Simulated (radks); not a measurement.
The numbers below are computed, except where a source is named.
The table gives one normalised radial function P(r) = r R(r) of P2+ in [Ne] 3s2 3p1 (r in bohr). Level of theory: non-relativistic Kohn-Sham, MS2 meta-GGA, spin-unpolarised, spherical densities, point nucleus; meta-GGA in the generalised Kohn-Sham scheme (a radial shooting solver on a logarithmic mesh with Libxc functionals).

r             P
0.004318  0.0019
0.005533  0.0031
0.007147  0.0052
0.009233  0.0085
0.01183   0.0137
0.01528   0.0223
0.01974   0.0359
0.0253    0.0567
0.03268   0.0896
0.04221   0.1396
0.0541    0.2105
0.06988   0.3142
0.08955   0.4499
0.1157    0.6282
0.1494    0.8407
0.1915    1.0574
0.2473    1.2542
0.3195    1.3717
0.4094    1.3622
0.5289    1.2034
0.6832    0.9211
0.8755    0.6026
1.131     0.3158
1.461     0.1270
1.872     0.0415
2.418     0.0089
3.124     0.0011
4.003     0.0001
5.171     0.0000
6.679     0.0000
8.559     0.0000

Which n and l does it have? It may be an empty orbital.

Answer. n = 2, l = 1: the number of nodes gives n - l - 1 = 0, the rise at small r (about r^(l+1)) gives l, and the extent must fit the shell. The curve is that of 2p. 2p: eigenvalue -149.41 eV, 0 radial nodes, <r> = 0.484 bohr, 90 % of the charge inside 0.807 bohr.
